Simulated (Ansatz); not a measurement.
`NB(O)O` + HCl → `NB(O)Cl` + H₂O  (ligand exchange at a B–O bond)

Calculated with Ansatz (gas phase, PBE0-D4/def2-TZVP geometries, no zero-point term in ΔE). CCSD(T)/CBS is the MP2 limit (def2-TZVPP, def2-QZVPP) plus CCSD(T) − MP2 in def2-TZVPP, frozen cores. This one scheme is used for every species. DFT in def2-TZVPP. Each species was taken in one conformer, which may not be the lowest.

Question: Is it downhill or uphill in electronic energy at CCSD(T)/CBS, and by how much? (Best estimate.)

Answer: Computed: Uphill: ΔE = +4.4 kcal/mol.

Question: What do these levels give: LDA (SPW92), BLYP-D4, r2SCAN0-D4, B2PLYP, r2SCAN, LC-ωPBE, HF/def2-TZVPP, SCS-MP2/def2-TZVPP, CCSD/def2-TZVPP, SCS-MP2/def2-QZVPP, HF/CBS(def2), MP2/CBS(def2)? (An estimate is asked.)

Answer: Computed: LDA (SPW92) 5.1, BLYP-D4 4.5, r2SCAN0-D4 4.8, B2PLYP 5.3, r2SCAN 4.6, LC-ωPBE 5.0, HF/def2-TZVPP 7.6, SCS-MP2/def2-TZVPP 4.9, CCSD/def2-TZVPP 5.9, SCS-MP2/def2-QZVPP 4.4, HF/CBS(def2) 7.7, MP2/CBS(def2) 3.1 kcal/mol.

Question: What do rigid-rotor, harmonic-oscillator terms from PBE0-D4/def2-TZVP frequencies (298.15 K, 1 bar) make of the CCSD(T)/CBS value? (An estimate is asked.)

Answer: Ansatz gave: ΔZPE = +0.9 kcal/mol, ΔH = +5.4 kcal/mol, ΔS = 6 J/(mol·K), ΔG = +5.0 kcal/mol.

Largest T1 diagnostic among the species: 0.011.

At CCSD(T), def2-SVP lies +2.8 kcal/mol from the extrapolated value and def2-TZVPP +1.0 kcal/mol. From BLYP to BHLYP (50 % exact exchange), in def2-TZVPP and without D4, ΔE moves by +1.3 kcal/mol.
